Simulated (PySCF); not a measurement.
## How methods differ on the ionisation energy of Br

Br [Ar] 3d10 4s2 4p5 [4p1/2^2 4p3/2^3, M_J = 3/2] → Br⁺ [Ar] 3d10 4s2 4p4 [4p1/2^2 4p3/2^2, M_J = 2], as a difference of total energies. Computed with PySCF 2.14 in x2c-SVPall-2c (5s6p3d, 38 functions), with the two-component X2C-1e Hamiltonian. Correlated levels: [Ne] frozen. "Screened" scales the spin-orbit matrix elements by Boettger's factors to mimic the two-electron term; Breit and QED terms are absent.

```tsv
method	ionisation energy (eV)
GHF (spin-free)	10.764
GMP2 (spin-free)	11.376
GHF (screened spin-orbit)	10.706
GMP2 (screened spin-orbit)	11.323
```

The spin-free rows relax to the high-spin LS determinant and lack the spin-orbit shift.

Errors of the correlated levels include the incompleteness of this basis and the frozen core.

The labels give the starting determinants; with spin-orbit coupling the two ends relaxed to ⟨J²⟩ = 3.76, ⟨L²⟩ = 2.01, ⟨S²⟩ = 0.75 and ⟨J²⟩ = 6.01, ⟨L²⟩ = 2.11, ⟨S²⟩ = 1.95.

Which method comes closest to the reference value, and which is furthest?

The reference is 11.814 eV (measured; NIST Atomic Spectra Database, ionization energies). Closest: GMP2 (spin-free) (error -0.438 eV); furthest: GHF (screened spin-orbit) (error -1.108 eV).
